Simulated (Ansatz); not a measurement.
The lowest doublet and quartet of C2H3 (SMILES [C]C); geometries from B3LYP-D3(BJ)/def2-TZVP, each state relaxed from the structure named, with no frequency check.
Doublet (charge 0, multiplicity 2):
```xyz
5

C      0.88652     0.19593     0.22243
C     -0.46941    -0.14144    -0.10388
H     -0.62364    -0.88918    -0.89435
H     -0.71417     0.85119    -0.55110
H     -1.16489    -0.28895     0.73415
```

A positive gap puts the quartet lower; no zero-point energy. U- takes an unrestricted doublet. The quartet is unrestricted in single-reference levels. Active spaces average the two states.

Frozen-core correlation.

Run with Ansatz (a quantum-chemistry and plane-wave program). 

One of these levels gives -20.77 kcal/mol for the gap E(doublet) − E(quartet), vertical, at the doublet's geometry. Name it.
A. U-PBE0/def2-TZVPP
B. U-MP2/cc-pVQZ (spin-contaminated)
C. SA-CASSCF(3,3)/cc-pVDZ
D. U-MP2/cc-pVDZ (spin-contaminated)

C, SA-CASSCF(3,3)/cc-pVDZ. The others give -34.39 (U-PBE0/def2-TZVPP), -25.79 (U-MP2/cc-pVDZ (spin-contaminated)), -30.55 (U-MP2/cc-pVQZ (spin-contaminated))
